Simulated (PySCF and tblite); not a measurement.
Values are calculated unless marked as measured or tabulated.
System: C₉H₁₀, numbered as in [CH3:1][C:2]1=[CH:3]/[CH:4]=[CH:5]\[CH:6]=[CH:7]/[CH:8]=[CH:9]\1.

Level: PBE0/pcSseg-1 + D3(BJ) on GFN2-xTB stationary points, with GFN2-xTB thermal terms. Rate constants are transition-state-theory values, counting equivalent paths, without tunnelling. Programs: tblite and PySCF.

(1) What barrier does the inversion of the 8-membered ring (2–3–4–5–6–7–8–9) meet, and how fast is it at 298 K?

Answers

(1) The electronic barrier is 13.0 kcal/mol and ΔG‡(298 K) 14.5 kcal/mol, over a Cs saddle with an imaginary mode of 127i cm⁻¹ (GFN2-xTB). With 1 equivalent path, k is 142 s⁻¹, a mean lifetime of the start of 7 ms against this motion.
